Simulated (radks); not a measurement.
Results of a calculation; reference values are marked as such.
Task: Excited configurations of Zn II: one electron is placed in a higher orbital outside [Ar] 3d10. The ground configuration is [Ar] 3d10 4s1. Code: a radial shooting solver on a logarithmic mesh with Libxc functionals. Model: Dirac Kohn-Sham, PBE, spin-unpolarised, spherical densities, finite nucleus; open shells fill j = l - 1/2 first; Fermi nuclear charge, rms radius 3.9283 fm. Excitation = E - E(ground); binding = E(ion) - E, where the ion is the core of charge +2; n* = 2/sqrt(2 binding) in atomic units, and the quantum defect is n - n*.

| outer orbital | excitation (eV) | binding (eV) | n* | quantum defect | eigenvalue (eV) | <r> (bohr) |
|---|---|---|---|---|---|---|
| 5p1/2 | 12.701 | 5.742 | 3.079 | 1.921 | -4.448 | 6.895 |
| 6s1/2 | 14.397 | 4.045 | 3.668 | 2.332 | -3.226 | 10.42 |
| 7p1/2 | 16.227 | 2.215 | 4.956 | 2.044 | -1.790 | 18.73 |
| 7f5/2 | 17.212 | 1.231 | 6.649 | 0.351 | -0.992 | 31.89 |

Estimate the row for 4p1/2.

Result: excitation (eV) 6.234; binding (eV) 12.209; n* 2.111; quantum defect 1.889; eigenvalue (eV) -8.742; <r> (bohr) 3.051. The Delta-SCF ionisation energy is 18.443 eV (NIST Atomic Spectra Database: 17.964 eV, measured). Self-interaction in the functional shifts the binding energies and quantum defects, so they are the method's values and not measured ones. Spin polarisation and multiplet splitting are left out, so open shells lie too high by an amount that depends on their filling.

Beside tabulated values, note that spin-unpolarised runs miss the spin-polarisation part of the exchange energy of open shells.
